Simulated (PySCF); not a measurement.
Ti(Me)2(H)2 (C2H8Ti), SMILES [CH3][TiH2][CH3], multiplicity 1. Atoms are numbered in the order given.

```xyz
11

Ti     0.0000     0.0000    -0.4685
C     -1.6849     0.0000     0.6752
H     -2.2583    -0.9031     0.3915
H     -1.4917     0.0000     1.7605
H     -2.2583     0.9031     0.3915
C      1.6849     0.0000     0.6752
H      2.2583    -0.9031     0.3915
H      2.2583     0.9031     0.3915
H      1.4917     0.0000     1.7605
H      0.0000    -1.4031    -1.4420
H      0.0000     1.4031    -1.4420
```

Geometry optimised at B3LYP-D3(BJ)/def2-SVP. The multiplicity is an assumed one; no other spin state was optimised. The structure was generated by enumeration; whether it is a known compound was not checked.

Computed with PBE/def2-TZVPD run with PySCF.

Mulliken values depend strongly on the basis, most of all with diffuse functions as here. ESP charges are fitted to the potential on shells at 1.4 to 2.0 van der Waals radii. Atomic charges (e):

```tsv
atom	Mulliken	ESP fit
Ti1	0.12	___
C2	-0.81	___
H3	0.24	___
H4	0.23	___
H5	0.24	___
C6	-0.81	___
H7	0.24	___
H8	0.24	___
H9	0.23	___
H10	0.05	___
H11	0.05	___
```

Some entries are withheld; supply them. (The exact figures need the calculation; the answer reports its results.)


- Ti1, ESP fit: 1.11
- C2, ESP fit: -0.78
- H3, ESP fit: 0.18
- H4, ESP fit: 0.19
- H5, ESP fit: 0.18
- C6, ESP fit: -0.78
- H7, ESP fit: 0.18
- H8, ESP fit: 0.18
- H9, ESP fit: 0.19
- H10, ESP fit: -0.32
- H11, ESP fit: -0.32
